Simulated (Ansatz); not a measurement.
## Ansatz (development build ahead of 0.2.0) run

```yaml
crystal:
  periodic: [false, false, false]
  atoms:
    - { symbol: "N", position_ang: [-0.01382, -0.08123, -1.34979] }
    - { symbol: H, position_ang: [0.95247, -0.04547, -1.8259] }
    - { symbol: H, position_ang: [-0.51256, 0.776, -1.86699] }
    - { symbol: H, position_ang: [-0.42469, -0.84263, -1.76161] }
    - { symbol: Cu, position_ang: [0.04126, 0.09544, 0.61637] }
basis:
  gaussian: { orbitals: def2-SVP }
total_charge: 1
hamiltonian:
  xc: hf
correlation:
  method: mp2
  frozen_orbitals: { Cu: 5, H: 0, "N": 1 }
```

The input is written out in the form of the current development build from the run's settings.

The run gave:

```yaml
Converged: yes
Reference_energy: -1694.66383 hartree
Correlation_energy: -0.55137 hartree
Total_energy: -1695.21520 hartree
Spin_squared_of_the_determinant: 0.000
```
